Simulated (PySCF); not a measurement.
## Chromium: a sound run and one with changed settings

Sound run: Cr [Ar] 3d5 4s1, Cr⁺ [Ar] 3d5. All numbers are calculated (PySCF 2.14, scalar relativity by spin-free X2C-1e, in x2c-TZVPall). The sound run starts from symmetry-adapted Hartree-Fock orbitals and uses a fine grid where one is needed.

Changed run: 6 angular points. This setting is unsound on purpose.

```
species  method  sound run (hartree)  changed run (hartree)  converged
     Cr     UHF          -1049.64352            -1049.64352        yes
     Cr     LDA          -1048.46258            -1051.98503        yes
     Cr    PBE0          -1050.56321            -1052.92057        yes
    Cr⁺     UHF          -1049.42242            -1049.42242        yes
    Cr⁺     LDA          -1048.18258            -1051.92409        yes
    Cr⁺    PBE0          -1050.30359            -1052.52984        yes
```

Ionisation energy of Cr:

```json
{"method": "UHF", "sound run (eV)": "6.016", "changed run (eV)": "6.016"}
```

A coarse angular grid integrates products of high-l functions wrongly, so density functionals can shift, and the SCF can exploit the error; Hartree-Fock and MP2 need no grid.

For comparison, NIST gives 6.767 eV between the lowest levels.
